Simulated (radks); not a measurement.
These are the eigenvalues of the occupied orbitals of an atom or ion with whole-number occupations (hartree). Calculated with a radial shooting solver on a logarithmic mesh with Libxc functionals: Dirac Kohn-Sham, exchange-only PBE, spin-unpolarised, spherical densities, finite nucleus; Fermi nuclear charge, rms radius of each element as measured or else 0.836 A^(1/3) + 0.57 fm.

orbital  eigenvalue
1s1/2     -1835.931
2s1/2     -396.4922
2p1/2     -383.5119
2p3/2     -360.7188
3s1/2     -158.4822
3p1/2     -153.7845

Which element is it, and in what charge state? The configuration may be excited. Open shells, if any, fill j = l - 1/2 first.

Answer. Z = 62, samarium, charge +48: Sm48+ in [Ne] 3s2 3p2. The list shows which subshells hold electrons but not how many an open one holds; the 1s level, -1835.9 hartree, gives Z - s = 60.6 by -(Z - s)^2/2, which with screening and relativity narrows Z to a few neighbours, and the depths of the outer levels then fix element, charge and occupations together.
